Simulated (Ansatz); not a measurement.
Species: AlH2Br, charge 0, singlet. AlH2Br (SMILES [Br][AlH2]).
B3LYP-D3(BJ)/def2-TZVP minimum from Ansatz (a quantum-chemistry and plane-wave program):
```xyz
4

Al    -0.8371    -1.2928     0.2338
H     -0.3299    -2.2997     1.3256
H     -2.1255    -1.4924    -0.6400
Br     0.3811     0.5885    -0.1064
```

Total energies in def2-TZVPP, 12 correlated electrons, 19 frozen orbitals. Open shells are spin-unrestricted; no spin-orbit coupling. Cores are frozen in correlated methods (noble-gas shells, and filled d and f shells in the p block). No relativity. Spin-orbit terms, left out, reach several kcal/mol for Br and I, and more for heavier atoms.

| method | program | energy (Eh) | minus CCSDT(Q) (mEh) |
|---|---|---|---|
| HF | Ansatz | -2815.56529 | 282.11 |
| MP2 | Ansatz | -2815.80687 | 40.53 |
| CCSD | Ansatz | -2815.83716 | 10.23 |
| CCSD(T) | Ansatz | -2815.84628 | 1.12 |
| CCSDT(Q) | Ansatz | -2815.84740 | 0.00 |

Rough core times of Ansatz's runs on a shared machine: CCSD(T) under 20 s, CCSDT(Q) 5 min.
